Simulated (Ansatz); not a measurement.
`NC(=[Se])N[SiH3]` and `NC(O)=[Se]` differ in one atom or group.

Ansatz, PBE0-D4/def2-TZVP geometries, multiplicity 1. Each molecule was computed in one conformer, which needn't be the lowest.

Scalar relativity is left out up to krypton. Spin–orbit coupling is left out; it splits and shifts lone-pair levels of the heavy atoms by tenths of an eV.

| property | `NC(=[Se])N[SiH3]` |
| --- | --- |
| HOMO energy (PBE/def2-TZVPP) / eV | -4.87 |
| HOMO–LUMO gap (PBE/def2-TZVPP) / eV | 3.58 |
| HOMO energy (B3LYP/def2-TZVPP) / eV | -5.68 |
| HOMO–LUMO gap (PBE0/def2-TZVPP) / eV | 5.54 |
| HOMO–LUMO gap (B3LYP/def2-TZVPP) / eV | 5.09 |
| size of the dipole moment (ωB97M-V/def2-TZVPP) / D | 5.24 |

**Question.** Give the same properties after the change, and the shifts. (Best estimate.)

**Answer.** The calculation gave: 
```json
{"property": "HOMO energy (PBE/def2-TZVPP) / eV", "`NC(O)=[Se]`": "-5.01", "shift": "-0.14"}
{"property": "HOMO–LUMO gap (PBE/def2-TZVPP) / eV", "`NC(O)=[Se]`": "3.54", "shift": "-0.04"}
{"property": "HOMO energy (B3LYP/def2-TZVPP) / eV", "`NC(O)=[Se]`": "-5.90", "shift": "-0.22"}
{"property": "HOMO–LUMO gap (PBE0/def2-TZVPP) / eV", "`NC(O)=[Se]`": "5.57", "shift": "0.03"}
{"property": "HOMO–LUMO gap (B3LYP/def2-TZVPP) / eV", "`NC(O)=[Se]`": "5.11", "shift": "0.02"}
{"property": "size of the dipole moment (ωB97M-V/def2-TZVPP) / D", "`NC(O)=[Se]`": "3.77", "shift": "-1.47"}
```

The zero-point energy changes by -70.8 kJ/mol with -12 modes. Dipoles are sizes alone; their direction can turn.

Positive LUMOs are unbound, so they and the gaps depend on the basis.

B3LYP here is the variant with VWN-RPA as its local correlation; programs differ in this.
